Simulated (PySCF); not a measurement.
## Ionisation energy of Co⁹⁺ by level of theory

Co⁹⁺ [Ar] → Co¹⁰⁺ [Ne] 3s2 3p5 [3p1/2^2 3p3/2^3, M_J = 3/2], as a difference of total energies. Calculation: PySCF 2.14, in an even-tempered Gaussian basis (20 s from 0.53 bohr⁻², ratio 2.4; 14 p from 0.69 bohr⁻², ratio 2.4; 5 d from 5 bohr⁻², ratio 2.6; 4 f from 7.4 bohr⁻², ratio 2.6); the two-component X2C-1e Hamiltonian. Correlated levels: 1s2 frozen; the 52 highest virtual spinors dropped. "Screened" scales the spin-orbit matrix elements by Boettger's factors to mimic the two-electron term; Breit and QED terms are absent.

```tsv
method	ionisation energy (eV)
GHF (spin-free)	274.64
GMP2 (spin-free)	275.38
GHF (screened spin-orbit)	273.82
GMP2 (screened spin-orbit)	274.55
```

Question: How much does correlation contribute at GMP2 (screened spin-orbit)?

Answer: 274.55 − (273.82) = 0.73 eV, measured against GHF (screened spin-orbit).

For comparison: 275.4 ± 0.4 eV (semi-empirical (NIST evaluation); NIST Atomic Spectra Database, ionization energies).
